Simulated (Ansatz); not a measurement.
A structure relaxed at PBE0-D4/def2-TZVP, charge 0, multiplicity 1:

```xyz
11

C     0.742    0.368   -1.645
Al   -0.215    0.796   -0.008
I    -1.176    3.074    0.290
C    -0.523   -0.493    1.456
O     0.231   -1.701    1.316
H     0.038    0.079   -2.433
H     1.438   -0.462   -1.498
H     1.301    1.230   -2.018
H    -0.181   -0.032    2.390
H    -1.590   -0.699    1.624
H    -0.065   -2.159    0.527
```

Task: Give its formula and SMILES.

Result: C2H6AlIO, `[CH3][Al]([I])[CH2]O`.

Task: Summarise the bond lengths by kind.

Result: 2 × Al–C 1.943 to 1.976 Å; 5 × C–H 1.093 to 1.100 Å; 1 × Al–I 2.491 Å; 1 × C–O 1.430 Å; 1 × H–O 0.959 Å.

Computed with Ansatz.
